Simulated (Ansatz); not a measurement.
Cost and result up the ladder for the cluster Al2O6H6 (14 atoms). The state is a singlet with charge 0. Geometry: r2SCAN-D4/def2-SVP.

```xyz
14

Al    1.087    1.079   -0.044
Al   -0.771   -0.888    0.229
O     2.683    0.761   -0.547
O    -0.207   -2.499    0.182
O     0.583    2.699    0.107
O     0.410    0.036    1.303
O    -2.428   -0.383    0.625
O    -2.567   -0.918   -0.780
H     0.660   -0.076    2.226
H     1.097    3.439   -0.225
H    -0.742   -3.222   -0.156
H    -0.096    0.173   -0.955
H     3.092   -0.093   -0.701
H    -2.802   -0.106   -1.263
```

Ansatz on 4 threads of Intel Xeon Platinum 8259CL on a shared host. Times are rough, and most runs start from the orbitals of an earlier one. PBE0-D4/def2-TZVP serves as the yardstick here, not as an exact answer. Differences are given only for rows in sets of like size (and for xTB, whose basis is part of the method), since another set adds its own error. Binding counts from free atoms at the same level (Al doublet, O triplet, H doublet; other spins of the atoms weren't run), without zero-point energy or a counterpoise term.

Correlated methods freeze 16 core orbitals. The rows differ in basis, and correlated rows in double-zeta sets carry the largest basis error. The structure holds one bond between oxygen atoms, so isomers without such links may lie far lower. Another isomer (singlet) lies 0.62 eV lower at PBE0-D4/def2-TZVP; other spin states weren't run for this one.

Correlated methods converge slowly with the basis, most of all in double-zeta sets.

| level | functions | wall time | binding energy per atom (eV) | difference from PBE0-D4/def2-TZVP (eV) |
| --- | --- | --- | --- | --- |
| BLYP-D4/def2-TZVP | 296 | 4.2 s | 3.89 | 0.08 |
| PBE-D4/def2-TZVP (with forces) | 296 | 4.8 s | 3.94 | 0.14 |
| HF/def2-TZVP | 296 | 6 s | 2.57 | -1.24 |
| r2SCAN-D4/def2-TZVP | 296 | 7.5 s | 3.90 | 0.10 |
| PBE0-D4/def2-TZVP | 296 | 9.5 s | 3.80 | 0.00 |
| CCSD(T)/def2-SVP | 150 | 34 s | 3.62 | – |
